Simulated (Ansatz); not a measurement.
`C[CH2][Al]([F])[Cl]` + NH₃ → `C[CH2][Al]([NH2])[F]` + HCl at 500 K and 1 bar (ligand exchange at the Al–Cl bond).

Gas-phase electronic energies from Ansatz, PBE0-D4/def2-TZVP geometries. CBS: MP2 limit from def2 TZ/QZ plus the TZ coupled-cluster correction, frozen cores. This one scheme is used for every species. Each species was taken in one conformer, which may not be the lowest.

| species | CCSD(T)/CBS energy (Eh) | H − E (kJ/mol) | S (J/(mol·K)) |
| --- | --- | --- | --- |
| `C[CH2][Al]([F])[Cl]` | -880.86334 | 227.1 | 427.1 |
| NH₃ | -56.50880 | 108.2 | 211.8 |
| `C[CH2][Al]([NH2])[F]` | -476.96291 | 295.7 | 432.5 |
| HCl | -460.38127 | 32.5 | 201.9 |

H − E and S are ideal-gas, rigid-rotor, harmonic terms from PBE0-D4/def2-TZVP, for one conformer and one mirror image of each species. 1 Eh = 2625.50 kJ/mol, R = 8.31446 J/(mol·K).

**Question.** By hand: ΔE, ΔH, ΔS and ΔG.

**Answer.** ΔE = (-476.96291) + (-460.38127) − (-880.86334) − (-56.50880) = 0.02796 Eh = 73.4 kJ/mol. Δ(H − E) = 295.7 + 32.5 − 227.1 − 108.2 = -7.1, so ΔH = 66.3 kJ/mol. ΔS = 432.5 + 201.9 − 427.1 − 211.8 = -4.5 J/(mol·K). ΔG = 66.3 − 500 × (-4.5)/1000 = 68.5 kJ/mol.

**Question.** By hand: the equilibrium constant, and the temperature at which ΔG would vanish if ΔH and ΔS stayed fixed.

**Answer.** log₁₀ K = −ΔG/(RT ln 10) = -7.2. ΔH and −TΔS have one sign here, so there is no such temperature. One of them is within its doubt of zero, so this could turn.

The number of gas molecules stays the same, so ΔS is small and ΔH decides. A doubt of 5 kJ/mol in ΔE shifts log₁₀ K by 0.5 here. Other conformers and mirror images would add mixing entropy, several J/(mol·K) or more a flexible species. Modes under 60 cm⁻¹, often nearly free rotors, make the harmonic entropy too high. These are equilibria of isolated gas molecules and say nothing of rates. Largest T1 diagnostic: 0.011 (customary marks: 0.02 for closed shells, 0.045 for open ones).
